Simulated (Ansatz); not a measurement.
PPPSb tetrahedron (SbP₃), relaxed as a singlet with RKS PBE0-D4/def2-SVP in Ansatz, starting from the GFN2-xTB geometry. Force threshold 0.02 eV/Å.

In the def2 sets Sb takes a core potential; there is no spin–orbit coupling.

Start:

```
atom    x (Å)    y (Å)    z (Å)
  P1  -1.2292   0.5912   0.0203
  P2   0.8168   0.9035  -0.6137
  P3   0.4049  -0.0143   1.3011
 Sb4   0.0075  -1.4805  -0.7077
```

Question: Estimate the energy that the relaxation releases and the steps that it takes.

Answer: 1.2 kcal/mol, in 3 steps; 21 s on 4 threads of Intel Xeon on a shared host. No frequencies were taken in this run, so the end may be a saddle point.

Question: Does the start keep its bonding and symmetry?

Answer: By distances, no bond broke or formed. The bond that changes most is P1–P3, from 2.16 to 2.22 Å (atoms count from 1). Point group C3v at the start, C3v at the end, both within 0.05 Å.

Question: Predict the relaxed structure.

Answer: 
```tsv
atom	x (Å)	y (Å)	z (Å)
P1	-1.259	0.591	0.013
P2	0.836	0.911	-0.636
P3	0.415	-0.029	1.327
Sb4	0.007	-1.473	-0.704
```
Bond lengths: 3 × P–P 2.22 Å; 3 × P–Sb 2.52 Å.
